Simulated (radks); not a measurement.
Question: These are the eigenvalues of the occupied orbitals of an atom or ion with whole-number occupations (hartree). All-electron calculation, non-relativistic Kohn-Sham, PBE, spin-polarised, spherical densities, point nucleus. Program: a radial shooting solver on a logarithmic mesh with Libxc functionals.

orbital  eigenvalue
1s down   -746.7036
1s up     -746.7034
2s up     -104.6669
2s down   -104.6428
2p up     -96.63258
2p down   -96.61503
3s up     -18.16036
3s down   -18.14886
3p up     -15.04214
3p down   -15.02862
3d up      -9.32030
3d down    -9.29886
4s up      -2.59120
4s down    -2.47034
4p up      -1.68406
4p down    -1.55685
4d up      -0.30854
5s up      -0.19273
5s down    -0.15025

Which element is it, and in what charge state? The configuration may be excited. Open shells, if any, are filled with parallel spins first.

Answer: Z = 43, technetium, charge 0: Tc in [Kr] 4d5 5s2. The list shows which subshells hold electrons but not how many an open one holds; the 1s level, -746.7 hartree, gives Z - s = 38.6 by -(Z - s)^2/2, which with screening narrows Z to a few neighbours, and the depths of the outer levels then fix element, charge and occupations together.
